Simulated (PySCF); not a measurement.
# Reproducing measurements on BrCl

**What was measured.**

From NIST CCCBDB Release 22 (SRD 101), experimental dipoles, for the gas: dipole moment (microwave Stark effect, vibrational ground state) 0.519 ± 0.004 D.

From Liu, Meijer, Perez-Rios, Phys. Chem. Chem. Phys. 22 (2020) 24191, for the gas: dipole moment 0.519 D.

The runs below try to reproduce these values; the comparison stands at the end.

Species: BrCl.
Numbering: `[Cl:1][Br:2]`

Cartesian coordinates in Å at the PBE0-D3(BJ)/def2-SVP level; atoms count from 1:
```xyz
2
BrCl angstrom
Cl     1.0859   -0.0101   -0.0048
Br    -1.0788   -0.0011   -0.0156
```

Runs made with PySCF (gas phase, on this PBE0-D3(BJ)/def2-SVP geometry; no spin–orbit coupling):

```tsv
level	job	basis functions	wall time
PBE0-D3(BJ)/def2-SVP, grid level 1	geometry optimisation from a GFN2-xTB start	50	3.8 s
```

Hardware: an Arm Neoverse N1 with one thread (shared host).

## Comparison

**Dipole moment.** Measured: 0.519 D (NIST CCCBDB Release 22 (SRD 101), experimental dipoles) and 0.519 D (Liu, Meijer, Perez-Rios, Phys. Chem. Chem. Phys. 22 (2020) 24191). Differences are taken against the first.

```csv
level,computed (D),computed − measured (D),% (from the printed values)
PBE0-D3(BJ)/def2-SVP,0.545,+0.026,+5
```

The computed dipoles belong to one fixed geometry; measured ones are averaged over vibrations unless marked μe. Magnitudes are compared, not signs.

The geometry is computed, not the measured one. Where a level misses, the cause wasn't examined.
